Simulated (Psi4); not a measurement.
Psi4 input (wB97X-D/6-311+G**):

```
memory 1500 MB

molecule {
1 1
H    -0.00000000   -0.00000000   -1.88531600
B    -0.00000000   -0.00000000   -0.71513800
O     0.00000000    0.00000000    0.49908600
H     0.00000000    0.00000000    1.46831700
symmetry c1
no_reorient
no_com
}

set {
  basis 6-311+G**
  reference rks
  scf_type pk
  dft_radial_points 99
  dft_spherical_points 590
  e_convergence 1e-8
  d_convergence 1e-7
  maxiter 150
}

e = energy('wb97x-d')
print_out(f'\nFINAL {e:.10f} DIPOLE {variable("CURRENT DIPOLE")[0]:.6f} {variable("CURRENT DIPOLE")[1]:.6f} {variable("CURRENT DIPOLE")[2]:.6f}\n')
```

Output:

```
   => Loading Basis Set <=

    Name: 6-311+G**
    Role: ORBITAL
    Keyword: BASIS
    atoms 1, 4 entry H          line    42 file 6-311pgss.gbs
    atoms 2    entry B          line   108 file 6-311pgss.gbs
    atoms 3    entry O          line   171 file 6-311pgss.gbs

   => WB97X-D: Empirical Dispersion <=

    Chai and Head-Gordon Dispersion Correction
    Chai, J.-D.; Head-Gordon, M. (2010), J. Chem. Phys., 132: 6615-6620

        s6 =       1.000000

         ---------------------------------------------------------
                                   SCF
               by Justin Turney, Rob Parrish, Andy Simmonett
                          and Daniel G. A. Smith
                              RKS Reference
         ---------------------------------------------------------

  ==> Geometry <==

    Molecular point group: c1
    Full point group: C_inf_v

    Geometry (in Angstrom), charge = 1, multiplicity = 1:

       Center              X                  Y                   Z               Mass
    ------------   -----------------  -----------------  -----------------  -----------------
         H            0.000000000000     0.000000000000    -1.885316000000     1.007825032230
         B            0.000000000000     0.000000000000    -0.715138000000    11.009305360000
         O            0.000000000000     0.000000000000     0.499086000000    15.994914619570
         H            0.000000000000     0.000000000000     1.468317000000     1.007825032230

  Running in c1 symmetry.

  Rotational constants: A = ************  B =      1.09682  C =      1.09682 [cm^-1]
  Rotational constants: A = ************  B =  32881.76525  C =  32881.76525 [MHz]
  Nuclear repulsion =   27.206557771126359

  Charge       = 1
  Multiplicity = 1
  Electrons    = 14
  Nalpha       = 7
  Nbeta        = 7

  ==> Algorithm <==

  SCF Algorithm Type is PK.
  DIIS enabled.
  MOM disabled.
  Fractional occupation disabled.
  Guess Type is SAD.
  Energy threshold   = 1.00e-08
  Density threshold  = 1.00e-07
  Integral threshold = 1.00e-12

  ==> Primary Basis <==

  Basis Set: 6-311+G**
    Blend: 6-311+G**
    Number of shells: 28
    Number of basis functions: 56
    Number of Cartesian functions: 58
    Spherical Harmonics?: true
    Max angular momentum: 2

  ==> DFT Potential <==

   => LibXC <=

    Version 7.1.2
    S. Lehtola, C. Steigemann, M. J. T. Oliveira, and M. A. L. Marques,  SoftwareX 7, 1–5 (2018) (10.1016/j.softx.2017.11.002)

   => Composite Functional: WB97X-D <=

    wB97X-D Hyb-GGA Exchange-Correlation Functional

    J.-D. Chai and M. Head-Gordon,  Phys. Chem. Chem. Phys. 10, 6615–6620 (2008) (10.1039/B810189B)

    Deriv               =              1
    GGA                 =           TRUE
    Meta                =          FALSE

    Exchange Hybrid     =           TRUE
    MP2 Hybrid          =          FALSE

   => Exchange-Correlation Functionals <=

    1.0000   wB97X-D range-separated functional

   => Exact (HF) Exchange <=

    0.7780            HF,LR [omega = 0.2000]
    0.2220               HF

   => LibXC Density Thresholds  <==

    XC_HYB_GGA_XC_WB97X_D:  1.00E-14

   => Molecular Quadrature <=

    Radial Scheme          =       TREUTLER
    Pruning Scheme         =           NONE
    Nuclear Scheme         =       TREUTLER

    Blocking Scheme        =         OCTREE
    BS radius alpha        =              1
    Pruning alpha          =              1
    Radial Points          =             99
    Spherical Points       =            590
    Total Points           =         227314
    Total Blocks           =           1754
    Max Points             =            256
    Max Functions          =             56
    Weights Tolerance      =       1.00E-15

  ==> Integral Setup <==

  Using in-core PK algorithm.
   Calculation information:
      Number of atoms:                   4
      Number of AO shells:              28
      Number of primitives:             50
      Number of atomic orbitals:        58
      Number of basis functions:        56

      Integral cutoff                 1.00e-12
      Number of threads:                 1

  Performing in-core PK
  Using 3823218 doubles for integral storage.
  We computed 82458 shell quartets total.
  Whereas there are 82621 unique shell quartets.

  Computing range-separated integrals for PK
  We computed 82458 wK shell quartets total.
  Whereas there are 82621 wK unique shell quartets.

  ==> DiskJK: Disk-Based J/K Matrices <==

    J tasked:                  Yes
    K tasked:                  Yes
    wK tasked:                 Yes
    Omega:               2.000E-01
    Schwarz Cutoff:          1E-12


  Cached 100.0% of DFT collocation blocks in 0.333 [GiB].

  Minimum eigenvalue in the overlap matrix is 3.0122656414E-04.
  Reciprocal condition number of the overlap matrix is 5.3045858029E-05.
    Using symmetric orthogonalization.

  ==> Pre-Iterations <==

  SCF Guess: Superposition of Atomic Densities via on-the-fly atomic UHF (no occupation information).

   -------------------------
    Irrep   Nso     Nmo
   -------------------------
     A         56      56
   -------------------------
    Total      56      56
   -------------------------

  ==> Iterations <==

                        Total Energy        Delta E     RMS |[F,P]|

   @RKS iter SAD:  -100.59221544561572   -1.00592e+02   0.00000e+00
   @RKS iter   1:  -100.88794629443315   -2.95731e-01   9.41522e-03 ADIIS/DIIS
   @RKS iter   2:  -100.84868594388939    3.92604e-02   1.10679e-02 ADIIS/DIIS
   @RKS iter   3:  -100.97440010828765   -1.25714e-01   8.09293e-04 ADIIS/DIIS
   @RKS iter   4:  -100.97522821638319   -8.28108e-04   1.21503e-04 ADIIS/DIIS
   @RKS iter   5:  -100.97525162517745   -2.34088e-05   1.81147e-05 DIIS
   @RKS iter   6:  -100.97525219714886   -5.71971e-07   1.83414e-06 DIIS
   @RKS iter   7:  -100.97525220571772   -8.56886e-09   2.58818e-07 DIIS
   @RKS iter   8:  -100.97525220593441   -2.16687e-10   4.58838e-08 DIIS
  Energy and wave function converged.

  ==> Post-Iterations <==

   Electrons on quadrature grid:
      Ntotal   =   14.0000000126 ; deviation = 1.263e-08

    Orbital Energies [Eh]
    ---------------------

    Doubly Occupied:

       1A    -19.621828     2A     -7.254471     3A     -1.489342
       4A     -1.066655     5A     -0.835496     6A     -0.811696
       7A     -0.811696

    Virtual:

       8A     -0.207289     9A     -0.207289    10A     -0.152058
      11A     -0.083929    12A     -0.072303    13A     -0.060755
      14A     -0.060755    15A     -0.021764    16A      0.063193
      17A      0.063193    18A      0.098840    19A      0.134500
      20A      0.202797    21A      0.230335    22A      0.230335
      23A      0.280505    24A      0.326442    25A      0.538747
      26A      0.610724    27A      0.610724    28A      0.654624
      29A      0.654624    30A      0.700593    31A      0.812080
      32A      0.812080    33A      1.019060    34A      1.117186
      35A      1.278327    36A      1.278327    37A      1.474389
      38A      1.620549    39A      1.620549    40A      1.651633
      41A      1.651633    42A      1.904918    43A      2.046718
      44A      2.433821    45A      2.480147    46A      2.566724
      47A      2.566725    48A      2.815853    49A      3.084676
      50A      3.084676    51A      3.935040    52A      4.715467
      53A      4.715467    54A      5.591705    55A     15.070060
      56A     49.725831

    Final Occupation by Irrep:
              A
    DOCC [     7 ]
    NA   [     7 ]
    NB   [     7 ]

  @RKS Final Energy:  -100.97525220593441

   => Energetics <=

    Nuclear Repulsion Energy =             27.2065577711263593
    One-Electron Energy =                -186.3702479807215582
    Two-Electron Energy =                  67.2954350308129676
    DFT Exchange-Correlation Energy =      -9.1067666880353926
    Empirical Dispersion Energy =          -0.0002303391167929
    VV10 Nonlocal Energy =                  0.0000000000000000
    Total Energy =                       -100.9752522059344102

Computation Completed

Properties will be evaluated at   0.000000,   0.000000,   0.000000 [a0]

Properties computed using the SCF density matrix

 Multipole Moments:

 ------------------------------------------------------------------------------------
     Multipole            Electronic (a.u.)      Nuclear  (a.u.)        Total (a.u.)
 ------------------------------------------------------------------------------------

 L = 1.  Multiply by 2.5417464519 to convert [e a0] to [Debye]
 Dipole X            :         -0.0000000            0.0000000           -0.0000000
 Dipole Y            :         -0.0000000            0.0000000           -0.0000000
 Dipole Z            :         -0.1591731           -0.0000019           -0.1591749
 Magnitude           :                                                    0.1591749

 ------------------------------------------------------------------------------------

FINAL -100.9752522059 DIPOLE -0.000000 -0.000000 -0.159175

*** Psi4 exiting successfully. Buy a developer a beer!
```

The dipole moment of an ion depends on the origin.

The geometry given is a B3LYP-D3(BJ)/def2-TZVP minimum.
